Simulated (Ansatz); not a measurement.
Calculated with Ansatz (gas phase, PBE0-D4/def2-TZVP geometries, no zero-point term in ΔE). CCSD(T)/CBS is the MP2 limit (def2-TZVPP, def2-QZVPP) plus CCSD(T) − MP2 in def2-TZVPP, frozen cores. Functionals use def2-TZVPP. B3LYP here is the variant with VWN-RPA as its local correlation; programs differ in this. Each species was taken in one conformer, which may not be the lowest.

`C[SiH](C)[SiH2]Cl` → `[SiH3]CC[SiH2]Cl`  (isomerisation)

(1) Is it downhill or uphill in electronic energy at CCSD(T)/CBS, and by how much? (Best estimate.)

(2) What do these levels give: r2SCAN-D4, PBE0, B3LYP, SCS-MP2/def2-TZVPP, CCSD/def2-TZVPP, MP2/CBS(def2)? (Best estimate.)

Largest T1 diagnostic among the species: 0.010.

Results:

(1) Computed: Uphill: ΔE = +55.9 kJ/mol.

(2) Computed: r2SCAN-D4 64.8, PBE0 66.5, B3LYP 61.7, SCS-MP2/def2-TZVPP 48.4, CCSD/def2-TZVPP 53.3, MP2/CBS(def2) 53.2 kJ/mol.

From PBE to PBE0 (25 % exact exchange), in def2-TZVPP and without D4, ΔE moves by −3.3 kJ/mol.
